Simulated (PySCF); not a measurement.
Compound: C₂H₇NSi₂.
Cartesian coordinates in Å at the GFN2-xTB level; atoms count from 1:
```xyz
12
C2H7NSi2 angstrom
N     -1.436    2.510    0.068
C     -1.495    1.379    0.239
C     -1.520   -0.034    0.422
Si    -0.103   -0.858   -0.598
Si     1.944    0.014    0.037
H     -2.493   -0.413    0.106
H     -1.400   -0.252    1.484
H     -0.297   -2.294   -0.338
H     -0.465   -0.650   -2.006
H      3.022   -0.593   -0.748
H      2.015    1.463   -0.140
H      2.230   -0.273    1.447
```

Theory: TDDFT CAM-B3LYP/def2-SVPD, vertical, gas phase, core orbitals frozen in the response (PySCF 2.14.0, density-fitted response routines).

Ground-to-excited transition dipoles (e·a0, same axes as the geometry; the sign carries no meaning), for the states with f of 0.002 or more among the lowest 7:

```
state  E (eV)      μx      μy      μz
   S1   7.350   0.094  -0.303  -0.294
   S2   7.487   0.063   0.139   0.185
   S3   7.651   0.214   0.045  -0.239
   S4   7.699  -0.363  -0.051   0.017
   S5   7.901   0.363  -0.386   0.031
   S6   8.065   0.199   0.010   0.007
   S7   8.246  -0.250  -0.039  -0.011
```

(1) What oscillator strength does each state have?

(2) What angle do the transition dipoles of S1 and S4 make?

(3) What peak molar absorption coefficient would the strongest computed level give as a lone Gaussian band 0.3 eV wide at half height?

Results:

(1) f = (2/3) ΔE |μ|² with ΔE in hartree (27.2114 eV).

| state | \|μ\|² (au) | \|μ\| (D) | f |
| --- | --- | --- | --- |
| S1 | 0.188 | 1.10 | 0.034 |
| S2 | 0.058 | 0.61 | 0.011 |
| S3 | 0.105 | 0.82 | 0.020 |
| S4 | 0.135 | 0.93 | 0.025 |
| S5 | 0.282 | 1.35 | 0.055 |
| S6 | 0.040 | 0.51 | 0.008 |
| S7 | 0.064 | 0.64 | 0.013 |

(2) |cos θ| = |μa·μb| / (|μa| |μb|) = 0.15, so θ ≈ 81° (taken between 0 and 90°, since the signs are arbitrary).

(3) ε(max) = 2.175×10⁸ f / FWHM, with the width in cm⁻¹. S5: 2.175×10⁸ × 0.0546 / 2420 ≈ 4900 L mol⁻¹ cm⁻¹.

Time: 20 s wall. Hardware: x86-64 server, one thread (shared host).

One conformer stands for the species.
